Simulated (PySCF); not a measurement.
**C (carbon, neutral) across methods**

[He] 2s2 2p2, high-spin 3P determinant. All numbers are calculated (PySCF 2.14, the non-relativistic Hamiltonian (point nucleus), in aug-cc-pVTZ).

```json
{"method": "UHF", "E (hartree)": "-37.69181", "mean ε 2s α (eV)": "-22.574", "mean ε 2s β (eV)": "-15.895", "mean ε 2p α (eV)": "-11.941", "Σ⟨r²⟩ (bohr²)": "13.79", "⟨S²⟩": "2.010"}
{"method": "LDA", "E (hartree)": "-37.4677", "mean ε 2s α (eV)": "-14.378", "mean ε 2s β (eV)": "-11.882", "mean ε 2p α (eV)": "-6.129", "Σ⟨r²⟩ (bohr²)": "14.31", "⟨S²⟩": "2.003"}
{"method": "M06-L", "E (hartree)": "-37.8457", "mean ε 2s α (eV)": "-15.038", "mean ε 2s β (eV)": "-11.948", "mean ε 2p α (eV)": "-6.252", "Σ⟨r²⟩ (bohr²)": "13.74", "⟨S²⟩": "2.007"}
{"method": "wB97M-V", "E (hartree)": "-37.8461", "mean ε 2s α (eV)": "-18.905", "mean ε 2s β (eV)": "-16.013", "mean ε 2p α (eV)": "-9.810", "Σ⟨r²⟩ (bohr²)": "14.27", "⟨S²⟩": "2.002"}
{"method": "PBE", "E (hartree)": "-37.7956", "mean ε 2s α (eV)": "-14.451", "mean ε 2s β (eV)": "-11.911", "mean ε 2p α (eV)": "-6.099", "Σ⟨r²⟩ (bohr²)": "14.24", "⟨S²⟩": "2.003"}
{"method": "M06-2X", "E (hartree)": "-37.8429", "mean ε 2s α (eV)": "-18.241", "mean ε 2s β (eV)": "-14.708", "mean ε 2p α (eV)": "-8.844", "Σ⟨r²⟩ (bohr²)": "14.00", "⟨S²⟩": "2.004"}
{"method": "PBE0", "E (hartree)": "-37.8049", "mean ε 2s α (eV)": "-16.617", "mean ε 2s β (eV)": "-13.252", "mean ε 2p α (eV)": "-7.652", "Σ⟨r²⟩ (bohr²)": "14.02", "⟨S²⟩": "2.004"}
{"method": "r2SCAN", "E (hartree)": "-37.8324", "mean ε 2s α (eV)": "-15.232", "mean ε 2s β (eV)": "-11.956", "mean ε 2p α (eV)": "-6.576", "Σ⟨r²⟩ (bohr²)": "13.96", "⟨S²⟩": "2.007"}
{"method": "B3LYP", "E (hartree)": "-37.8591", "mean ε 2s α (eV)": "-16.072", "mean ε 2s β (eV)": "-13.104", "mean ε 2p α (eV)": "-7.331", "Σ⟨r²⟩ (bohr²)": "14.07", "⟨S²⟩": "2.004"}
```
